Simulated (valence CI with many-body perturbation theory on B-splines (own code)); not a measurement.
E1 transitions of Hg65+

Computed by valence CI with perturbative core correlation (CI+MBPT): five valence electrons over a frozen Dirac-Fock core [Ne], a basis of 9 s, 9 p, 8 d, 6 f, 3 g, 1 h functions for each j, with the one-electron correlation potential Σ1 (screened to all orders), the two-electron term Σ2, the three-electron term Σ3, Breit, model QED; selected single and double excitations, second order for the rest (own B-spline code, finite nucleus).

The last digits are not significant, and no measured levels were compared; by estimate large intervals hold to a few tenths of a per cent, small ones and those within an open d or f shell to about a per cent. Among the levels kept, up to 630 cm⁻¹ of a level comes from second order outside the variational space, and about a tenth of that is noise between levels of different J, which matters for small intervals.

Lines 1 to 50 of 225 in falling wavelength, among levels below 1199.7 eV, chosen from the strongest by gf and those to the six lowest levels. Wavelengths and rates use the calculated energies. Electric multipoles are in the length gauge, E1 and E2 with the static RPA response of the core. Weak lines are less certain than strong ones. Lines between different terms over intervals too small for the method are left out, as are lines whose strength nearly cancels.

Levels are named by their leading jj configuration (3d3/2^4 stands for four electrons in 3d with j = 3/2), which in mixed levels can hold well under half, so a name can repeat and another be missing. Letters in brackets count levels of one name in rising energy.

```
λ vac (Å)                               Upper                               Lower   A (s⁻¹)  log gf  Branch %
    106.4          (3s^2 3p1/2 3p3/2^2) J=3/2          (3s^2 3p1/2^2 3d5/2) J=5/2  3.01e+06   -4.69       0.2
    95.90          (3s^2 3p1/2 3p3/2^2) J=5/2          (3s^2 3p1/2^2 3d5/2) J=5/2  1.18e+07   -4.01       2.0
    90.92  (3s 3p1/2^2 3p3/2 3d3/2) J=5/2 [a]  (3s^2 3p1/2 3p3/2 3d3/2) J=3/2 [b]  2.38e+09   -1.75       4.1
    76.32      (3s 3p1/2^2 3p3/2 3d3/2) J=7/2  (3s^2 3p1/2 3p3/2 3d3/2) J=5/2 [b]  1.03e+10   -1.14      16.2
    73.75  (3s 3p1/2^2 3p3/2 3d3/2) J=3/2 [b]  (3s^2 3p1/2 3p3/2 3d3/2) J=3/2 [b]  6.29e+09   -1.69       0.5
    73.05  (3s 3p1/2^2 3p3/2 3d3/2) J=3/2 [b]  (3s^2 3p1/2 3p3/2 3d3/2) J=1/2 [b]  3.42e+09   -1.96       0.3
    69.31  (3s 3p1/2^2 3p3/2 3d3/2) J=5/2 [b]  (3s^2 3p1/2 3p3/2 3d3/2) J=3/2 [b]  1.22e+09   -2.28       0.1
    68.11  (3s 3p1/2^2 3p3/2 3d3/2) J=3/2 [b]  (3s^2 3p1/2 3p3/2 3d3/2) J=5/2 [b]  1.55e+09   -2.36       0.1
    67.93  (3s 3p1/2^2 3p3/2 3d5/2) J=7/2 [a]  (3s^2 3p1/2 3p3/2 3d5/2) J=7/2 [b]  9.12e+09   -1.30       1.7
    67.73      (3s 3p1/2^2 3p3/2 3d5/2) J=9/2      (3s^2 3p1/2 3p3/2 3d5/2) J=9/2  1.41e+10   -1.01      29.5
    67.53  (3s 3p1/2^2 3p3/2 3d3/2) J=5/2 [a]      (3s^2 3p1/2 3p3/2 3d3/2) J=7/2  3.20e+09   -1.88       5.6
    67.19  (3s 3p1/2^2 3p3/2 3d3/2) J=1/2 [b]  (3s^2 3p1/2 3p3/2 3d3/2) J=3/2 [b]  4.12e+09   -2.25       0.2
    67.05  (3s 3p1/2^2 3p3/2 3d5/2) J=7/2 [a]  (3s^2 3p1/2 3p3/2 3d5/2) J=5/2 [b]  1.36e+10   -1.14       2.6
    66.90          (3s 3p1/2^2 3p3/2^2) J=5/2          (3s^2 3p1/2 3p3/2^2) J=5/2  1.27e+10   -1.29       2.0
    66.61  (3s 3p1/2^2 3p3/2 3d3/2) J=1/2 [b]  (3s^2 3p1/2 3p3/2 3d3/2) J=1/2 [b]  1.40e+10   -1.73       0.6
    64.39  (3s 3p1/2^2 3p3/2 3d3/2) J=5/2 [a]  (3s^2 3p1/2 3p3/2 3d3/2) J=3/2 [a]  2.83e+09   -1.98       4.9
    64.31  (3s 3p1/2^2 3p3/2 3d3/2) J=5/2 [b]  (3s^2 3p1/2 3p3/2 3d3/2) J=5/2 [b]  6.71e+09   -1.60       0.3
    63.65  (3s 3p1/2^2 3p3/2 3d3/2) J=3/2 [a]  (3s^2 3p1/2 3p3/2 3d3/2) J=3/2 [a]  1.12e+10   -1.57       7.0
    63.44  (3s 3p1/2^2 3p3/2 3d3/2) J=3/2 [a]  (3s^2 3p1/2 3p3/2 3d3/2) J=1/2 [a]  3.96e+09   -2.02       2.5
    63.33      (3s 3p1/2^2 3p3/2 3d3/2) J=7/2      (3s^2 3p1/2 3p3/2 3d3/2) J=7/2  1.93e+10   -1.03      30.5
    62.91  (3s 3p1/2^2 3p3/2 3d3/2) J=5/2 [a]  (3s^2 3p1/2 3p3/2 3d3/2) J=5/2 [a]  1.91e+10   -1.17      33.2
    62.89      (3s 3p1/2^2 3p3/2 3d5/2) J=9/2  (3s^2 3p1/2 3p3/2 3d5/2) J=7/2 [a]  3.32e+10   -0.71      69.4
    62.76  (3s 3p1/2^2 3p3/2 3d3/2) J=1/2 [a]  (3s^2 3p1/2 3p3/2 3d3/2) J=3/2 [a]  1.39e+10   -1.78      24.1
    62.69  (3s 3p1/2^2 3p3/2 3d5/2) J=5/2 [a]  (3s^2 3p1/2 3p3/2 3d5/2) J=5/2 [a]  2.08e+10   -1.13       3.0
    62.61      (3s 3p1/2^2 3p3/2 3d5/2) J=1/2      (3s^2 3p1/2 3p3/2 3d5/2) J=1/2  3.92e+09   -2.34       0.7
    62.58          (3s 3p1/2^2 3p3/2^2) J=5/2          (3s^2 3p1/2 3p3/2^2) J=3/2  2.03e+10   -1.15       3.1
    62.56  (3s 3p1/2^2 3p3/2 3d3/2) J=1/2 [a]  (3s^2 3p1/2 3p3/2 3d3/2) J=1/2 [a]  2.13e+10   -1.60      36.8
    62.20  (3s 3p1/2^2 3p3/2 3d3/2) J=3/2 [a]  (3s^2 3p1/2 3p3/2 3d3/2) J=5/2 [a]  1.66e+10   -1.42      10.4
    62.06          (3s 3p1/2^2 3p3/2^2) J=3/2          (3s^2 3p1/2 3p3/2^2) J=1/2  1.58e+06   -5.44       0.0
    61.74  (3s 3p1/2^2 3p3/2 3d5/2) J=7/2 [b]  (3s^2 3p1/2 3p3/2 3d5/2) J=7/2 [b]  6.00e+09   -1.56       0.3
    61.52  (3s 3p1/2^2 3p3/2 3d5/2) J=5/2 [a]  (3s^2 3p1/2 3p3/2 3d5/2) J=3/2 [a]  2.97e+10   -1.00       4.3
    61.36      (3s 3p1/2^2 3p3/2 3d5/2) J=1/2  (3s^2 3p1/2 3p3/2 3d5/2) J=3/2 [b]  3.87e+10   -1.36       7.3
    61.03          (3s 3p1/2^2 3p3/2^2) J=1/2          (3s^2 3p1/2 3p3/2^2) J=1/2  4.32e+10   -1.32       3.5
    61.02  (3s 3p1/2^2 3p3/2 3d5/2) J=7/2 [b]  (3s^2 3p1/2 3p3/2 3d5/2) J=5/2 [b]  1.27e+10   -1.25       0.6
    60.46  (3s 3p1/2^2 3p3/2 3d5/2) J=3/2 [b]      (3s^2 3p1/2 3p3/2 3d5/2) J=1/2  2.73e+10   -1.22       1.4
    60.32  (3s 3p1/2^2 3p3/2 3d5/2) J=7/2 [a]  (3s^2 3p1/2 3p3/2 3d5/2) J=5/2 [a]  1.12e+09   -2.31       0.2
    59.30  (3s 3p1/2^2 3p3/2 3d5/2) J=3/2 [b]  (3s^2 3p1/2 3p3/2 3d5/2) J=3/2 [b]  3.47e+10   -1.14       1.8
    59.25      (3s 3p1/2^2 3p3/2 3d3/2) J=7/2  (3s^2 3p1/2 3p3/2 3d3/2) J=5/2 [a]  4.94e+09   -1.68       7.8
    59.09  (3s 3p1/2^2 3p3/2 3d5/2) J=7/2 [a]      (3s^2 3p1/2 3p3/2 3d5/2) J=9/2  1.11e+10   -1.33       2.1
    59.08  (3s 3p1/2^2 3p3/2 3d5/2) J=3/2 [a]  (3s^2 3p1/2 3p3/2 3d5/2) J=5/2 [a]  3.53e+10   -1.13       3.1
    58.98          (3s^2 3p1/2 3d3/2^2) J=5/2  (3s^2 3p1/2 3p3/2 3d3/2) J=3/2 [b]  4.01e+09   -1.90       0.1
    58.04  (3s 3p1/2^2 3p3/2 3d5/2) J=3/2 [a]  (3s^2 3p1/2 3p3/2 3d5/2) J=3/2 [a]  1.03e+10   -1.68       0.9
    57.35  (3s 3p1/2^2 3p3/2 3d5/2) J=5/2 [b]  (3s^2 3p1/2 3p3/2 3d5/2) J=7/2 [b]  4.53e+10   -0.87       2.8
    57.18          (3s 3p1/2^2 3p3/2^2) J=3/2          (3s^2 3p1/2 3p3/2^2) J=5/2  4.04e+10   -1.10       2.6
    57.11  (3s 3p1/2^2 3p3/2 3d3/2) J=3/2 [a]          (3s 3p1/2^2 3p3/2^2) J=1/2  4.43e+09   -2.06       2.8
    56.82  (3s 3p1/2^2 3p3/2 3d3/2) J=5/2 [a]          (3s 3p1/2^2 3p3/2^2) J=3/2  1.32e+10   -1.42      22.9
    56.72  (3s 3p1/2^2 3p3/2 3d5/2) J=5/2 [b]  (3s^2 3p1/2 3p3/2 3d5/2) J=5/2 [b]  2.04e+10   -1.23       1.3
    56.40  (3s 3p1/2^2 3p3/2 3d3/2) J=1/2 [a]          (3s 3p1/2^2 3p3/2^2) J=1/2  8.56e+09   -2.09      14.8
    56.24  (3s 3p1/2^2 3p3/2 3d3/2) J=3/2 [a]          (3s 3p1/2^2 3p3/2^2) J=3/2  7.89e+09   -1.83       4.9
    55.39  (3s 3p1/2^2 3p3/2 3d5/2) J=7/2 [b]  (3s^2 3p1/2 3p3/2 3d5/2) J=5/2 [a]  1.70e+09   -2.20       0.1
```

(1) How does gf follow from A for the line at 62.69 Å?

Answers

(1) gf = 1.4992 × (2J+1)_upper × A / σ², with σ = 1595181 cm⁻¹ and 2J+1 = 6: gf = 0.0736.
